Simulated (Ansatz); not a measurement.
CH₃Li, singlet, at a GFN2-xTB geometry (such geometries of metal compounds can be far from the true shape). Base run: PBE/6-31G* (Ansatz, a first-principles code).

Geometry (Å):
```xyz
5

Li    -1.0602    -0.6322    -0.9304
C      0.2539     0.1514     0.2228
H      0.8085    -0.5843     0.8139
H     -0.1685     0.8483     0.9537
H      1.0172     0.7243    -0.3132
```
Charge 0, spin multiplicity 1.
All else is at Ansatz's defaults.

Each row names what was changed in the base input (with any setting that the change needs).

```csv
change,basis functions,E (Eh)
base,36,-47.30071
basis = ANO-RCC-VDZP; relativity = spin-free X2C,43,-47.33449
basis = jorge-DZP-DKH; relativity = spin-free X2C; nucleus = Gaussian,45,-47.31796
basis = cc-pVTZ-DK; relativity = spin-free X2C,102,-47.33928
basis = cc-pVTZ-DK; relativity = none,102,-47.32312
basis = jorge-DZP-DKH; relativity = none,45,-47.30203
basis = ANO-RCC-VDZP; relativity = spin-free X2C; nucleus = Gaussian,43,-47.33448
basis = cc-pVTZ-DK; relativity = spin-free X2C; nucleus = Gaussian,102,-47.33928
basis = ANO-RCC-VDZP; relativity = none,43,-47.31765
basis = jorge-DZP-DKH; relativity = spin-free X2C,45,-47.31796
```

Totals shift with the method and basis; they matter in differences.

Ansatz warned in this series: the basis is contracted for relativity, which the run leaves out.

Basis sets contracted for a relativistic Hamiltonian are a mismatch without it, so the rows without relativity aren't non-relativistic limits. No row has spin-orbit coupling; sets with core potentials leave out the core electrons.
